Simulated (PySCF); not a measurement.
SnHMe2(OMe), C3H10OSn.
Bonds: Sn1–C3, Sn1–C7, Sn1–O11, O11–C12. Hydrogens: H2 on Sn1; H4, H5, H6 on C3; H8, H9, H10 on C7; H13, H14, H15 on C12.

Computed by this run: PBE0-D3(BJ)/def2-SVP geometry optimisation, gas phase, def2 core potentials past Kr (PySCF 2.14.0); density fitting, grid level 1; the optimiser is geomeTRIC in internal coordinates, started from a GFN2-xTB structure with every atom displaced at random (about 0.03 Å).

Step 0: E = -11141.9491 eV
```
atom  x, y, z in Å  |  force x, y, z in eV/Å
Sn1     0.1842    0.5337    0.4464   -2.054   1.016  -0.593
H2      0.2544    0.7516    2.1380    0.189  -0.034   0.197
C3      1.9867    0.0874   -0.4953    2.323   0.303   1.433
H4      1.9853   -0.0897   -1.5367   -0.576  -0.259  -1.665
H5      2.4530   -0.8159   -0.0389   -0.202   0.357  -0.042
H6      2.7389    0.9250   -0.3637   -0.721  -0.634   0.132
C7     -0.9861    2.1801   -0.5230    0.030   0.265   2.237
H8     -0.3963    3.1222   -0.5696   -0.238  -0.373  -0.004
H9     -1.9481    2.3727    0.0674    1.220  -0.297  -0.627
H10    -1.2501    1.8572   -1.5044   -0.252  -0.368  -1.138
O11    -1.1533   -0.9327    0.1070    0.492   0.740   0.123
C12    -0.9439   -2.2412    0.5187   -4.637   1.113  -0.285
H13    -0.1199   -2.6565    0.0937    3.191  -1.722  -1.273
H14    -1.8529   -2.8014    0.1163    0.932   0.070   0.449
H15    -0.9845   -2.3686    1.5881    0.301  -0.176   1.056
```

Step 1: E = -11142.4385 eV
```
atom  x, y, z in Å  |  force x, y, z in eV/Å
Sn1     0.0984    0.5765    0.4254    0.115  -0.317   0.098
H2      0.1972    0.7696    2.1387    0.107  -0.060  -0.033
C3      1.9797    0.0944   -0.4993    0.393  -0.096   0.068
H4      1.9138   -0.0757   -1.5850   -0.253   0.022   0.067
H5      2.4205   -0.8060   -0.0422   -0.104   0.001  -0.002
H6      2.7035    0.9100   -0.3417   -0.099   0.064   0.052
C7     -0.9444    2.1537   -0.4935   -0.083   0.287  -0.203
H8     -0.3436    3.0727   -0.5242   -0.025   0.025  -0.074
H9     -1.8628    2.3420    0.0736   -0.108   0.044   0.003
H10    -1.2070    1.8341   -1.5124   -0.007   0.107   0.011
O11    -1.2039   -0.8988    0.0775    0.020  -0.473   0.037
C12    -0.9776   -2.2174    0.4937   -0.326   0.394  -0.028
H13    -0.0465   -2.6444    0.0837    0.184  -0.107   0.023
H14    -1.8028   -2.8743    0.1526    0.040   0.171  -0.072
H15    -0.9573   -2.3126    1.5972    0.145  -0.061   0.055
```

Step 2: E = -11142.4719 eV
```
atom  x, y, z in Å  |  force x, y, z in eV/Å
Sn1     0.0886    0.5663    0.4267   -0.231   0.240  -0.138
H2      0.2187    0.7333    2.1388    0.031  -0.005  -0.004
C3      1.9682    0.0690   -0.4797    0.133  -0.059  -0.100
H4      1.8570   -0.0917   -1.5648   -0.061   0.026   0.127
H5      2.3893   -0.8409   -0.0280   -0.051  -0.024  -0.001
H6      2.6864    0.8852   -0.3178   -0.004   0.058  -0.004
C7     -0.9557    2.2038   -0.5130    0.170  -0.244   0.007
H8     -0.3466    3.1164   -0.5446    0.056   0.012  -0.001
H9     -1.8758    2.4067    0.0460   -0.093   0.009   0.056
H10    -1.2219    1.9041   -1.5385    0.032   0.020   0.064
O11    -1.1986   -0.9226    0.0818    0.016  -0.198   0.016
C12    -0.9526   -2.2306    0.4975    0.101   0.167   0.005
H13    -0.0097   -2.6562    0.0853   -0.077   0.030   0.058
H14    -1.7719   -2.8823    0.1514   -0.057  -0.027  -0.041
H15    -0.9080   -2.3368    1.6030    0.037  -0.004  -0.043
```

Task: Estimate the geometry and energy of step 3. (The exact step hangs on the optimiser's Hessian estimate; all steps are aligned on step 2, rigid shifts and turns removed.)

Result: E = -11142.4794 eV, largest force 0.089 eV/Å
```
atom  x, y, z in Å  |  force x, y, z in eV/Å
Sn1     0.0733    0.5701    0.4213   -0.078   0.039   0.019
H2      0.2128    0.7306    2.1325    0.006   0.002   0.013
C3      1.9545    0.0676   -0.4760    0.058  -0.005  -0.028
H4      1.8234   -0.0893   -1.5564    0.004   0.006   0.021
H5      2.3637   -0.8480   -0.0260   -0.013  -0.004  -0.010
H6      2.6714    0.8865   -0.3155   -0.005  -0.007  -0.019
C7     -0.9454    2.2012   -0.5126   -0.018  -0.023   0.017
H8     -0.3240    3.1070   -0.5401    0.013  -0.006   0.010
H9     -1.8706    2.4128    0.0423    0.020   0.009  -0.023
H10    -1.2064    1.9081   -1.5394    0.003   0.011   0.006
O11    -1.2032   -0.9293    0.0768    0.014  -0.007  -0.006
C12    -0.9419   -2.2280    0.4972    0.069   0.009  -0.014
H13     0.0042   -2.6466    0.0870   -0.056   0.018   0.017
H14    -1.7577   -2.8862    0.1509   -0.008  -0.045   0.012
H15    -0.8869   -2.3327    1.6019   -0.009   0.003  -0.014
```

The energy changes by -0.0075 eV. The first-order estimate −F·Δx gives -0.0133 eV and the mean of the old and new forces, exact on a quadratic surface, -0.0073 eV. The step makes an angle of 73° with the force vector and moves no atom by more than 0.035 Å.

The cost below is that of the whole optimisation. On one thread, Arm Neoverse V1 (aarch64), shared host with 32 logical CPUs at a one-minute load of 26, this took 65 s and 0.49 GiB of memory at its peak.
